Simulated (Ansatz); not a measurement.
Isolated molecules relaxed with PBE0-D4/def2-TZVP in Ansatz; ΔE leaves out vibrations. CCSD(T)/CBS is the MP2 limit (def2-TZVPP, def2-QZVPP) plus CCSD(T) − MP2 in def2-TZVPP, frozen cores. Functionals use def2-TZVPP. Elements past krypton have def2 core potentials. For Sn outer-core shells are correlated without core-valence functions, which leaves a few kJ/mol of doubt a bond. Each species was taken in one conformer, which may not be the lowest.

`C[S][Sn][OH]` + `CNCN` → `[NH2][Sn][OH]` + `CNCSC`  (formal exchange of groups at the Sn–S bond)

```json
{"level": "PBE0", "ΔE (kJ/mol)": "40.2"}
{"level": "MP2/CBS(def2)", "ΔE (kJ/mol)": "28.6"}
```

(1) What does CCSD(T)/CBS give? (An estimate is asked.)

Largest T1 diagnostic among the species: 0.017.

## Answers

(1) Ansatz gave: +32.0 kJ/mol. The listed levels differ from it by 8.2, -3.4 kJ/mol.

In def2-TZVPP, CCSD(T) changes the Hartree–Fock value by −4.5 kJ/mol (the triples alone add +0.1 kJ/mol) and MP2 by −7.9 kJ/mol.
